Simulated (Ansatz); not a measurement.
Calculated with Ansatz (gas phase, PBE0-D4/def2-TZVP geometries, no zero-point term in ΔE). CCSD(T)/CBS adds triple-zeta CCSD(T) − MP2 to the extrapolated MP2 energy (def2 sets, frozen cores). Functionals use def2-TZVPP. For Ge outer-core shells are correlated without core-valence functions, which leaves a few kJ/mol of doubt a bond. Scalar relativity is left out up to krypton.

Consider the redistribution: `CC1=CC(C)=[O+][B-](C)(C)O1` + `[CH3][Al]([F])[GeH3]` → `C[B](C)[GeH3]` + `CC1=CC(C)=[O+][Al-]([CH3])([F])[O]1`.

`CC1=CC(C)=[O+][B-](C)(C)O1`:

Cartesian coordinates in Å:
```
C 0.718 -2.704 -1.004
C 0.322 -1.400 -0.407
C 0.249 -1.213 0.971
C -0.364 -0.057 1.447
C -0.720 0.111 2.882
O -0.696 0.902 0.680
B -0.170 0.984 -0.776
C 1.270 1.681 -0.748
C -1.296 1.653 -1.677
O 0.012 -0.485 -1.235
H -0.070 -3.045 -1.679
H 0.907 -3.462 -0.246
H 1.618 -2.560 -1.608
H 0.506 -2.014 1.646
H -0.467 -0.767 3.473
H -1.789 0.318 2.966
H -0.193 0.983 3.279
H 1.702 1.723 -1.753
H 1.990 1.161 -0.105
H 1.197 2.712 -0.387
H -0.988 1.692 -2.726
H -1.494 2.681 -1.361
H -2.245 1.107 -1.633
```

`[CH3][Al]([F])[GeH3]`:

Z-matrix (Å, degrees):
```
C
Al 1 1.940
H 1 1.095 2 110.6
H 1 1.095 2 110.5 3 -118.0
H 1 1.092 2 112.5 3 121.1
F 2 1.656 1 117.4 3 57.4
Ge 2 2.472 1 127.9 3 -122.7
H 7 1.541 2 112.3 1 -0.2
H 7 1.541 2 111.7 1 120.0
H 7 1.541 2 111.8 1 -120.5
```

`C[B](C)[GeH3]`:

Z-matrix (Å, degrees):
```
C
B 1 1.558
H 1 1.092 2 114.8
H 1 1.103 2 105.0 3 114.9
H 1 1.094 2 114.5 3 -128.6
C 2 1.559 1 121.3 3 145.9
Ge 2 2.080 1 120.1 3 -34.0
H 6 1.092 2 115.7 1 152.3
H 6 1.094 2 113.9 1 23.7
H 6 1.103 2 104.7 1 -91.6
H 7 1.542 2 114.3 1 2.6
H 7 1.544 2 110.9 1 123.7
H 7 1.544 2 111.1 1 -118.8
```

`CC1=CC(C)=[O+][Al-]([CH3])([F])[O]1`:

Cartesian coordinates in Å:
```
C -1.164 -2.652 -0.403
C -0.638 -1.263 -0.277
C -1.215 -0.365 0.621
C -0.743 0.935 0.808
C -1.379 1.836 1.810
O 0.240 1.432 0.166
Al 1.121 0.661 -1.230
C 3.046 0.639 -0.999
F 0.477 1.315 -2.619
O 0.355 -0.980 -1.024
H -2.005 -2.841 0.261
H -0.359 -3.358 -0.188
H -1.468 -2.821 -1.439
H -2.053 -0.698 1.215
H -0.621 2.160 2.528
H -2.202 1.358 2.337
H -1.739 2.733 1.301
H 3.464 1.650 -1.019
H 3.539 0.076 -1.798
H 3.341 0.183 -0.049
```

```json
{"level": "LC-ωPBE", "ΔE (kJ/mol)": "-77.5"}
{"level": "CCSD/def2-TZVPP", "ΔE (kJ/mol)": "-82.2"}
```

Question: What does CCSD(T)/CBS give? (Best estimate.)

Answer: Ansatz gave: -81.1 kJ/mol. The listed levels differ from it by 3.6, -1.1 kJ/mol.

Largest T1 diagnostic among the species: 0.015.

Leaving LDA and LC-ωPBE aside and taking each functional with its dispersion term where it has one, the values, not all of them listed here, spread over 29.0 kJ/mol, from BHLYP-D4 to PBE-D4. LDA lies +16.8 kJ/mol from PBE without D4. In def2-TZVPP, CCSD(T) changes the Hartree–Fock value by +37.8 kJ/mol (the triples alone add +6.4 kJ/mol) and MP2 by +39.8 kJ/mol. At CCSD(T), def2-SVP lies +13.5 kJ/mol from the extrapolated value and def2-TZVPP +5.3 kJ/mol.

CCSD(T)/CBS has its own doubt, a few kJ/mol and more with outer-core shells, so smaller differences from it don't rank the levels.
